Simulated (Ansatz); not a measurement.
Frontier orbitals of CH8N2Si2 (`N[SiH2]N1C[SiH2]1`).

```tsv
atom	x (Å)	y (Å)	z (Å)
N1	-0.937	2.254	-0.276
Si2	-0.987	0.759	0.553
N3	0.290	-0.329	0.218
C4	0.613	-1.107	-1.012
Si5	1.321	-1.625	0.595
H6	-1.435	2.381	-1.141
H7	-0.163	2.891	-0.193
H8	-2.297	0.170	0.157
H9	-0.904	0.983	2.019
H10	1.211	-0.578	-1.752
H11	-0.214	-1.666	-1.451
H12	2.721	-1.327	0.972
H13	0.783	-2.805	1.311
```

The species carries charge 0 and has multiplicity 1. All single points use the PBE0-D4/def2-TZVP geometry. It is one conformer, not always the lowest. Basis def2-TZVPP, Ansatz 0.2.0.

Orbital energies of one run (eV). Highest occupied ones, from the top: -9.25, -9.83, -10.45, -11.35, -12.42, -12.69, -13.27, -14.85, -15.26, -16.26, -16.70, -18.29, -20.64, -26.36. Empty: 1.85, 2.63, 3.02, 3.49, 3.86, 4.31.

(1) Which functional gave them?
A. ωB97X-V
B. BHLYP
C. HSE06 (plane-wave form)
D. BLYP

## Answers

(1) A. HOMO energies: ωB97X-V -9.25, BHLYP -8.08, BLYP -5.45, HSE06 -6.49 eV.
